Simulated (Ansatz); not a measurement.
A structure relaxed at PBE0-D4/def2-TZVP, charge 0, multiplicity 1:

```
atom   x (Å)   y (Å)   z (Å)
  B1  -0.992   1.059  -0.916
  N2   0.056   0.177  -0.578
  C3   0.240  -0.426   0.663
  O4  -0.475  -0.279   1.608
  S5   1.699  -1.463   0.672
  H6  -0.998   1.486  -2.030
  H7  -1.808   1.336  -0.099
  H8   0.754  -0.060  -1.269
  H9   1.524  -1.829   1.949
```

Question: Give its formula and SMILES.

Answer: CH4BNOS, `BNC(=O)S`.

Question: Point group (tolerance 0.08 Å, 0.16 Å for H)?

Answer: Cs.

Question: Summarise the bond lengths by kind.

Answer: 1 × B–N 1.411 Å; 2 × B–H 1.187 to 1.193 Å; 1 × C–N 1.392 Å; 1 × H–N 1.010 Å; 1 × C–O 1.194 Å; 1 × C–S 1.790 Å; 1 × H–S 1.340 Å.

All numbers were calculated with Ansatz.
